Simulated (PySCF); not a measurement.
## Electron correlation in Al (aluminium, neutral)

[Ne] 3s1 3p1 3d1, one real determinant (an excited configuration). All numbers are calculated (PySCF 2.14, the non-relativistic Hamiltonian (point nucleus), in aug-cc-pwCVTZ (8s7p5d3f, 75 functions)). Frozen: [Ne]; 3 electrons correlated.

| level | correlation energy (mhartree) |
| --- | --- |
| CCSD | -18.69 |
| (T) | -3.57 |
| CCSD(T) | -22.26 |

Diagnostics: T1 = 0.050, D1 = 0.1160, largest double amplitude 0.486.

Task: Is a single reference adequate?

Result: Not fully. The real determinant used has ⟨L²⟩ near 8 against 12 for a pure F term, so it mixes terms. The outer electron is Rydberg-like, and this basis confines it to a smaller radius and binds it less than a complete one would. T1 exceeds 0.03, a sign that the reference determinant is poor. A double-excitation amplitude exceeds 0.15, a sign of near-degeneracy.

The reference is one real determinant that mixes LS terms of this configuration.
